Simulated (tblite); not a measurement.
C3H10OSi2.
Numbering: `[CH2:1]=[CH:2][O:3][SiH2:4][CH2:5][SiH3:6]` (hydrogens: H7, H8 on C1; H9 on C2; H10, H11 on Si4; H12, H13 on C5; H14, H15, H16 on Si6)

Computed with GFN2-xTB (tblite), gas phase: Langevin dynamics at 300 K from the optimised GFN2-xTB geometry, time step 0.5 fs, friction 0.01 fs⁻¹, 2000 steps.

Start geometry:
```
atom  x, y, z in Å
C1      3.060   -0.238    0.451
C2      2.094    0.559    0.869
O3      0.870    0.678    0.333
Si4     0.170   -0.034   -0.957
C5     -1.577    0.682   -0.909
Si6    -2.593    0.244    0.634
H7      4.008   -0.264    0.953
H8      2.926   -0.882   -0.400
H9      2.222    1.213    1.725
H10     0.175   -1.494   -0.821
H11     0.890    0.327   -2.186
H12    -2.104    0.329   -1.794
H13    -1.525    1.767   -1.001
H14    -3.913    0.879    0.531
H15    -1.939    0.719    1.854
H16    -2.772   -1.209    0.708
```

The statistics below take the 31 frames saved every 25 fs from 250 to 1000 fs; their kinetic temperature (all 3N coordinates) averages 310 K.

Q: How do the bond lengths spread?

A: 
| bond | start (Å) | mean (Å) | standard deviation (Å) | shortest (Å) | longest (Å) |
| --- | --- | --- | --- | --- | --- |
| C1=C2 | 1.320 | 1.324 | 0.018 | 1.299 | 1.361 |
| C2–O3 | 1.341 | 1.346 | 0.028 | 1.295 | 1.410 |
| O3–Si4 | 1.631 | 1.636 | 0.037 | 1.557 | 1.696 |
| Si4–C5 | 1.889 | 1.900 | 0.030 | 1.825 | 1.983 |
| C5–Si6 | 1.899 | 1.909 | 0.032 | 1.843 | 2.013 |
| C1–H7 | 1.073 | 1.078 | 0.032 | 1.013 | 1.125 |
| C1–H8 | 1.075 | 1.080 | 0.030 | 1.010 | 1.144 |
| C2–H9 | 1.085 | 1.091 | 0.030 | 1.032 | 1.151 |
| Si4–H10 | 1.467 | 1.471 | 0.038 | 1.396 | 1.564 |
| Si4–H11 | 1.469 | 1.489 | 0.043 | 1.416 | 1.582 |
| C5–H12 | 1.089 | 1.094 | 0.038 | 1.024 | 1.198 |
| C5–H13 | 1.090 | 1.097 | 0.029 | 1.053 | 1.146 |
| Si6–H14 | 1.468 | 1.481 | 0.055 | 1.375 | 1.601 |
| Si6–H15 | 1.463 | 1.468 | 0.035 | 1.399 | 1.556 |
| Si6–H16 | 1.466 | 1.473 | 0.026 | 1.421 | 1.533 |

Q: Give the same statistics for bond angles, one of each kind among heavy atoms.

A: 
```
     angle  start (°)  mean (°)  standard deviation (°)  smallest (°)  largest (°)
  C1–C2–O3      126.5     126.7                     3.6         117.4        133.2
 C2–O3–Si4      132.0     136.0                     4.8         125.9        148.5
 O3–Si4–C5      102.2     103.3                     5.1          94.5        113.4
Si4–C5–Si6      115.4     116.3                     4.8         107.0        127.8
```

Q: How far does each atom move about its mean position (frames aligned on the start, all atoms weighted alike), and what rms force does it feel?

A: 
| atom | rms displacement (Å) | rms force (eV/Å) |
| --- | --- | --- |
| C1 | 0.24 | 1.78 |
| C2 | 0.19 | 1.90 |
| O3 | 0.24 | 1.45 |
| Si4 | 0.19 | 1.68 |
| C5 | 0.12 | 1.64 |
| Si6 | 0.19 | 1.49 |
| H7 | 0.35 | 1.23 |
| H8 | 0.40 | 1.12 |
| H9 | 0.41 | 0.99 |
| H10 | 0.37 | 0.73 |
| H11 | 0.32 | 0.73 |
| H12 | 0.22 | 1.11 |
| H13 | 0.27 | 0.88 |
| H14 | 0.45 | 0.96 |
| H15 | 0.54 | 0.66 |
| H16 | 0.49 | 0.56 |

The displacements run from 0.12 to 0.54 Å, the largest at H15.

Q: Follow the torsions C1–C2–O3–Si4, C2–O3–Si4–C5 and O3–Si4–C5–Si6 through every second one of these frames.

A: 
```json
{"t (fs)": "250", "C1–C2–O3–Si4 (°)": "6", "C2–O3–Si4–C5 (°)": "-161", "O3–Si4–C5–Si6 (°)": "-67"}
{"t (fs)": "300", "C1–C2–O3–Si4 (°)": "16", "C2–O3–Si4–C5 (°)": "-170", "O3–Si4–C5–Si6 (°)": "-60"}
{"t (fs)": "350", "C1–C2–O3–Si4 (°)": "25", "C2–O3–Si4–C5 (°)": "174", "O3–Si4–C5–Si6 (°)": "-66"}
{"t (fs)": "400", "C1–C2–O3–Si4 (°)": "-3", "C2–O3–Si4–C5 (°)": "-177", "O3–Si4–C5–Si6 (°)": "-58"}
{"t (fs)": "450", "C1–C2–O3–Si4 (°)": "-7", "C2–O3–Si4–C5 (°)": "165", "O3–Si4–C5–Si6 (°)": "-53"}
{"t (fs)": "500", "C1–C2–O3–Si4 (°)": "6", "C2–O3–Si4–C5 (°)": "147", "O3–Si4–C5–Si6 (°)": "-61"}
{"t (fs)": "550", "C1–C2–O3–Si4 (°)": "4", "C2–O3–Si4–C5 (°)": "160", "O3–Si4–C5–Si6 (°)": "-61"}
{"t (fs)": "600", "C1–C2–O3–Si4 (°)": "-17", "C2–O3–Si4–C5 (°)": "173", "O3–Si4–C5–Si6 (°)": "-43"}
{"t (fs)": "650", "C1–C2–O3–Si4 (°)": "-22", "C2–O3–Si4–C5 (°)": "172", "O3–Si4–C5–Si6 (°)": "-28"}
{"t (fs)": "700", "C1–C2–O3–Si4 (°)": "-7", "C2–O3–Si4–C5 (°)": "170", "O3–Si4–C5–Si6 (°)": "-36"}
{"t (fs)": "750", "C1–C2–O3–Si4 (°)": "-17", "C2–O3–Si4–C5 (°)": "177", "O3–Si4–C5–Si6 (°)": "-45"}
{"t (fs)": "800", "C1–C2–O3–Si4 (°)": "14", "C2–O3–Si4–C5 (°)": "159", "O3–Si4–C5–Si6 (°)": "-60"}
{"t (fs)": "850", "C1–C2–O3–Si4 (°)": "19", "C2–O3–Si4–C5 (°)": "158", "O3–Si4–C5–Si6 (°)": "-74"}
{"t (fs)": "900", "C1–C2–O3–Si4 (°)": "-27", "C2–O3–Si4–C5 (°)": "-169", "O3–Si4–C5–Si6 (°)": "-71"}
{"t (fs)": "950", "C1–C2–O3–Si4 (°)": "-56", "C2–O3–Si4–C5 (°)": "-142", "O3–Si4–C5–Si6 (°)": "-67"}
{"t (fs)": "1000", "C1–C2–O3–Si4 (°)": "-2", "C2–O3–Si4–C5 (°)": "-172", "O3–Si4–C5–Si6 (°)": "-76"}
```

Largest departure from the start value over all these frames: C1–C2–O3–Si4 54° (start -1°), C2–O3–Si4–C5 41° (start 178°), O3–Si4–C5–Si6 35° (start -63°).

Q: How widely does the potential energy scatter, against a harmonic estimate?

A: Mean 0.51 eV above the start, standard deviation 0.136 eV, range 0.21 to 0.81 eV. For 42 classical harmonic modes at 300 K the canonical values are 42kT/2 = 0.54 eV and kT·√(42/2) = 0.118 eV.

The run is classical and short, so these are rough statistics of one trajectory.

What follows is the cost of the whole dynamics run. Time: 46 s wall; peak memory 0.18 GiB. Hardware: Intel Xeon at 2.50 GHz, one thread, shared host with 64 logical CPUs at a one-minute load of 56.
